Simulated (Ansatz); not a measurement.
Relaxation of C$_{2}$H$_{10}$AlNSi (15 atoms, charge 0, multiplicity 1), to a largest force component of 0.02 eV/Å in at most 50 steps.

All numbers below come from RKS B3LYP/def2-SVP in Ansatz.

```xyz
15
Properties=species:S:1:pos:R:3
C -1.827 -1.349 -2.147
Al -0.804 -1.514 -0.498
N -0.619 -0.026 0.675
Si 1.229 0.398 0.705
C 1.428 1.853 1.804
H -2.273 -0.254 -2.216
H -1.207 -1.500 -3.037
H -2.681 -2.008 -2.152
H -0.090 -2.888 -0.127
H -1.085 0.782 0.281
H -0.530 -0.370 1.653
H 1.624 0.732 -0.634
H 0.794 2.750 1.424
H 1.064 1.624 2.867
H 2.503 2.103 1.841
```

Where does it end, and by what steps?

The forces met the threshold. After 17 steps the energy has fallen by 2.525 eV; H12 moved furthest, 1.95 Å. Joined: Al2–Si4 (3.04 → 2.41 Å).

```
step  energy less start (eV)  largest force component (eV/Å)  accepted
   0                  0.0000                           3.552       yes
   1                 -1.1343                           1.203       yes
   2                 -1.4835                           0.794       yes
   3                 -1.6256                           0.416       yes
   4                 -1.7408                           0.539       yes
   5                 -1.9127                           0.623       yes
   6                 -2.0994                           0.649       yes
   7                 -2.2459                           0.677       yes
   8                 -2.3354                           1.280       yes
   9                 -2.4263                           0.491       yes
  10                 -2.4812                           0.308       yes
  11                 -2.4986                           0.240       yes
  12                 -2.5141                           0.150       yes
  13                 -2.5129                           0.236        no
  14                 -2.5222                           0.045       yes
  15                 -2.5241                           0.060       yes
  16                 -2.5247                           0.038       yes
  17                 -2.5251                           0.013       yes
```

```xyz
15
Properties=species:S:1:pos:R:3
C -1.358 -1.478 -2.128
Al -0.373 -1.225 -0.441
N -1.092 0.302 0.699
Si 0.648 0.893 0.102
C 1.620 1.356 1.666
H -1.629 -0.527 -2.617
H -0.755 -2.052 -2.853
H -2.289 -2.049 -1.965
H 0.003 -2.420 0.543
H -1.892 0.861 0.394
H -1.192 0.143 1.704
H 0.320 2.178 -0.607
H 1.133 2.163 2.238
H 1.755 0.482 2.324
H 2.627 1.706 1.381
```

Whether the end is a true minimum wasn't checked by a vibrational analysis.

The run took 56 s on 2 threads of Intel(R) Xeon(R) Platinum 8488C (Sapphire Rapids) (shared host), peak memory 0.32 GiB.
